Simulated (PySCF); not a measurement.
# Correlation energy of Br²⁺ (bromine, charge +2)

[Ar] 3d10 4s2 4p3, high-spin 4S determinant. Computed with PySCF 2.14 in cc-pVDZ-PP with ECP10MDF, with a scalar-relativistic core potential. Frozen: 3s2 3p6 3d10; 5 electrons correlated.

MP2 pair energies summed by pair of shells (mhartree):

```
 pair  energy  share (%)
4s-4p  -38.18       66.6
4p-4p  -13.65       23.8
4s-4s   -5.53        9.6
```

Total MP2 correlation energy: -57.36 mhartree.

Same-spin part -14.99 and opposite-spin part -42.37 mhartree; SCS-MP2 scales them by 1/3 and 6/5 to -55.84 mhartree.

```
  level  correlation energy (mhartree)
   CCSD                         -71.98
    (T)                          -0.55
CCSD(T)                         -72.53
```

Diagnostics: T1 = 0.0010, D1 = 0.0017, largest double amplitude 0.058.

Cost of the coupled-cluster step: 0.05 s of wall time on 1 thread of Intel(R) Xeon(R) 6975P-C (shared host), for 5 correlated electrons.

Iterations:

```
CC2 = 0
CCSD nocc = (np.int64(4), np.int64(1)), nmo = (14, 14)
frozen orbitals [[0, 1, 2, 3, 4, 5, 6, 7, 8], [0, 1, 2, 3, 4, 5, 6, 7, 8]]
max_cycle = 100
direct = 0
conv_tol = 1e-08
conv_tol_normt = 1e-06
diis_space = 8
diis_start_cycle = 0
Init t2, MP2 energy = -0.0573604420967056
Init E_corr(UCCSD) = -0.0573604421004518
cycle = 1  E_corr(UCCSD) = -0.0688651765421917  dE = -0.0115047344  norm(t1,t2) = 0.0333972
cycle = 2  E_corr(UCCSD) = -0.0712189474374816  dE = -0.0023537709  norm(t1,t2) = 0.00848578
cycle = 3  E_corr(UCCSD) = -0.0719911914712091  dE = -0.000772244034  norm(t1,t2) = 0.00262141
cycle = 4  E_corr(UCCSD) = -0.0719785229914112  dE = 1.26684798e-05  norm(t1,t2) = 0.000245563
cycle = 5  E_corr(UCCSD) = -0.0719788684553911  dE = -3.4546398e-07  norm(t1,t2) = 2.18748e-05
cycle = 6  E_corr(UCCSD) = -0.0719786880241356  dE = 1.80431256e-07  norm(t1,t2) = 3.78368e-06
cycle = 7  E_corr(UCCSD) = -0.0719787903820344  dE = -1.02357899e-07  norm(t1,t2) = 3.4694e-07
cycle = 8  E_corr(UCCSD) = -0.0719787747431356  dE = 1.56388989e-08  norm(t1,t2) = 7.19977e-08
cycle = 9  E_corr(UCCSD) = -0.0719787711432372  dE = 3.59989835e-09  norm(t1,t2) = 2.85403e-08
UCCSD converged
E(UCCSD) = -414.4092550889301  E_corr = -0.07197877114323721
UCCSD(T) correction = -0.000550215571226703
```
